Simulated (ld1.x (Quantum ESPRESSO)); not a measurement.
## Scattering properties, RRKJ potential for Hf

- Element: Hf (Z = 72)
- Generator: ld1.x (Quantum ESPRESSO) 7.5
- Type: norm-conserving RRKJ (Kleinman–Bylander form)
- Functional: BLYP
- Relativity: scalar-relativistic
- Frozen core: [Kr] 4d10 4f14
- Valence charge: 12
- Reference configuration: 5s2 5p6 5d2 6s0 6p0 (charge +2)
- Partial waves: 5p (bound): rc 1.80 bohr; 5d (bound): rc 2.65 bohr; 5s (bound): rc 1.70 bohr
- Local potential: the s channel
- Core correction: none

The phase is arctan(r·u′/u) with u = r·R(r), unwrapped; energies in Ry, scanned from -8 to 5 Ry. A pole is an energy at which the radial function vanishes at the test radius. The pseudo phase is shifted by a multiple of π to meet the all-electron one at the reference energy, and phase errors are pseudo minus all-electron; the curves can meet again beyond the range given. Levels narrower than the energy grid can be missing from the lists of poles. n/a: not evaluated, since a narrow level or a reset projector energy made the automatic matching unsafe.

```csv
channel,radius (bohr),reference energy (Ry),"poles, all-electron","poles, pseudo",unbroken range about the reference energy with phases within 0.05 rad,phase error 1 Ry above the reference energy (rad)
s,2.91,-6.03,0.57,-0.05,n/a,n/a
p,2.91,-3.71,"-3.65, 1.99","-3.65, 1.87",below -0.7,-0.001
d,2.91,-1.23,"-0.74, 4.47","-0.73, 4.72",below 1.0,+0.003
```

Phases in the d channel:

```
E (Ry)  all-electron  pseudo
 -8.00         1.439   1.439
 -7.76         1.437   1.437
 -7.52         1.435   1.435
 -7.28         1.432   1.432
 -7.04         1.429   1.429
 -6.80         1.426   1.426
 -6.56         1.423   1.423
 -6.32         1.419   1.419
 -6.08         1.416   1.416
 -5.84         1.412   1.412
 -5.60         1.407   1.407
 -5.36         1.403   1.403
 -5.12         1.397   1.397
 -4.88         1.392   1.392
 -4.64         1.385   1.385
 -4.40         1.378   1.378
 -4.16         1.370   1.370
 -3.92         1.361   1.361
 -3.68         1.350   1.351
 -3.44         1.338   1.338
 -3.20         1.323   1.323
 -2.96         1.304   1.304
 -2.72         1.280   1.280
 -2.48         1.246   1.247
 -2.24         1.198   1.198
 -2.00         1.117   1.118
 -1.76         0.950   0.951
 -1.52         0.445   0.447
 -1.28        -0.815  -0.815
 -1.04        -1.359  -1.359
 -0.80        -1.541  -1.540
 -0.56        -1.636  -1.634
 -0.32        -1.703  -1.700
 -0.08        -1.760  -1.756
  0.16        -1.819  -1.812
  0.40        -1.888  -1.877
  0.64        -1.981  -1.962
  0.88        -2.123  -2.086
  1.12        -2.370  -2.293
  1.36        -2.837  -2.675
  1.60        -3.503  -3.293
  1.84        -3.987  -3.847
  2.08        -4.241  -4.159
  2.32        -4.382  -4.329
  2.56        -4.470  -4.432
  2.80        -4.530  -4.501
  3.04        -4.574  -4.550
  3.28        -4.608  -4.587
  3.52        -4.636  -4.617
  3.76        -4.659  -4.641
  4.00        -4.679  -4.662
  4.24        -4.697  -4.681
  4.48        -4.713  -4.697
  4.72        -4.729  -4.712
  4.96        -4.744  -4.727
```
